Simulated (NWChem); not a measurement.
Correlation energy of Cl$_{2}$Si

```
Si
Cl 1 2.1112
Cl 1 2.1112 2 101.95
```
Charge 0, spin multiplicity 1.

Program: NWChem. The geometry was optimised at PBE/def2-SVP, a minimum by its harmonic frequencies.

Basis set: cc-pVTZ. Each correlation energy counts from its own Hartree-Fock reference.

The correlated methods keep 15 core orbitals frozen. The structure started from a generated list of species. Coupled-cluster values serve here as a point of comparison, not as the truth.

Task: For the correlation energy, CCSD(T) gives -532.6 mHa and SCS-MP2 gives -463.1 mHa. What do CR-CCSD(T), CR-CCSD[T], CCSD give?

Result: CR-CCSD(T): -526.6 mHa; CR-CCSD[T]: -526.9 mHa; CCSD: -509.1 mHa.
